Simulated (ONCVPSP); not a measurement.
# Ranking ONCV potentials for gold

All share these settings but for the change named:

```
Element                 : Au
Generator               : ONCVPSP 4.0.1
Type                    : optimised norm-conserving Vanderbilt (ONCV)
Functional              : LDA (Perdew-Zunger)
Relativity              : scalar-relativistic
Frozen core             : [Kr] 4d10 4f14
Valence charge          : 19
Reference configuration : 5s2 5p6 5d10 6s0.75 6p0.25
Partial waves           : 5s+6s: rc 1.50 bohr, ncon 3, nbas 6, qcut 9.9 1/bohr, 2 projectors; 5p+6p: rc 2.00 bohr, ncon 4, nbas 7, qcut 7.6 1/bohr, 3 projectors, debl 3.6 Ha; 5d: rc 1.90 bohr, ncon 4, nbas 8, qcut 9.1 1/bohr, 3 projectors, debl 3.3 Ha; f scattering state at 0.15 Ha: rc 1.55 bohr, ncon 4, nbas 7, qcut 6.3 1/bohr, 1 projector
Local potential         : polynomial inside 1.40 bohr (lpopt 3, dvloc0 0 Ha)
Core correction         : none
```

Cutoff: the first of the cutoffs (Ha) at which the residual kinetic energy of the hardest occupied pseudo-wave falls to 1 and 0.1 mHa per electron; the density cutoff is not measured.

The base gives 30 Ha.

Of 7 variants that were run, those that failed, showed a ghost or another fault, or gave nearly equal values are left out.

A variant can come out equal or close to the base.

Q: Rank these variants from softest to hardest (loose cutoff).
A. d: qcut 12
B. d: qcut 13.3
C. d: qcut 7

A: C (30 Ha), A (36 Ha), B (42 Ha).
